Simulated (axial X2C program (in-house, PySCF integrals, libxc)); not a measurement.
**Which molecule has these constants?**

All values come from calculations with an in-house all-electron X2C program for linear molecules (integrals from PySCF), spin-free (one-electron X2C) or two-component (2c: spin–orbit coupling with atomic mean-field Coulomb and Gaunt terms, which also bring small scalar terms), in Dyall basis sets with cores contracted in-house; open shells are unrestricted.

A two-component PBE0 calculation in a Dyall 3-zeta basis gave Re = 2.468 Å, ωe = 218.1 cm⁻¹, dipole magnitude 1.22 D, Ω = 3/2.

Problem. Which molecule is it?
A. MnGe
B. ScGe
C. CaGe
D. GaGe
E. GeBr

Solution. D. The others have CaGe 2.813 Å and 214.6 cm⁻¹ (Ω = 1); GeBr 2.322 Å and 293.1 cm⁻¹ (Ω = 1/2); ScGe 2.551 Å and 272.4 cm⁻¹ (Ω = 3/2); MnGe 2.548 Å and 214.9 cm⁻¹ (Ω = 7/2).

Each entry is the lowest single determinant of a limited PBE0 search at one distance. De goes to single-determinant-based atoms at the same level (for ions the charge split of lowest energy) and is withheld (n/a) where an atom does not fit its ground term or J level. Main or longest-lived isotopes. One determinant is a doubtful description, or other states lie close, for GaGe, CaGe, ScGe, MnGe; these need not be ground states, and all values refer to the states named. Some open-shell Ω = 0 determinants are out of reach, so the Ω given for CaGe need not be the lowest component. With several unpaired electrons the Ω given is that of one determinant, not necessarily of the lowest component. The functionals have no current term, which raises determinants with orbital currents.
